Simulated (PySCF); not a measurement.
Gas-phase reaction: C3H5 (allyl) + F + 4 InH ⇌ 3 InCH3 + InF

Energies from PySCF (xtb for GFN2), thermal terms from the rigid-rotor harmonic-oscillator model, ideal gas at 1 bar. † marks an energy on the PBE0/def2-TZVP geometry and frequencies; other levels use their own. MP2 and CCSD(T) freeze the core. Open shells (unrestricted): C3H5 (allyl) (multiplicity 2), F (multiplicity 2); the rest are closed-shell singlets. GFN2 has no spin-polarisation term. Spin-orbit splitting is ignored; it lowers the true energy and changes the entropy of F. B3LYP is the form with VWN-RPA correlation. In: scalar-relativistic def2 core potential, no spin-orbit coupling. InH, InCH3: computed as isolated molecules; such fragments, hydroxides, amides, oligomers or adducts are transient or little studied in the gas. MP2 isn't extrapolated to the basis-set limit. CCSD(T) isn't extrapolated to the basis-set limit. Warning, spin contamination: C3H5 (allyl) (CCSD(T)/def2-TZVPP†, HF/def2-TZVP†, MP2/def2-TZVPP†).

| level | ΔH°(298 K), kJ |
|---|---|
| B3LYP/def2-TZVP† | -755 |
| BLYP/def2-TZVP† | -763 |
| CCSD(T)/def2-TZVPP† | -786 |
| GFN2-xTB | -681 |
| HF/def2-TZVP† | -519 |
| M06-2X/def2-TZVP† | ? |
| MP2/def2-TZVPP† | -886 |
| PBE0/def2-QZVP† | ? |
| r2SCAN/def2-TZVP† | -783 |
| LDA/def2-TZVP† | ? |
| ωB97M-V/def2-TZVP† | ? |

Complete the blanks.


- M06-2X/def2-TZVP†, ΔH°(298 K), kJ: -816
- PBE0/def2-QZVP†, ΔH°(298 K), kJ: -786
- LDA/def2-TZVP†, ΔH°(298 K), kJ: -916
- ωB97M-V/def2-TZVP†, ΔH°(298 K), kJ: -787
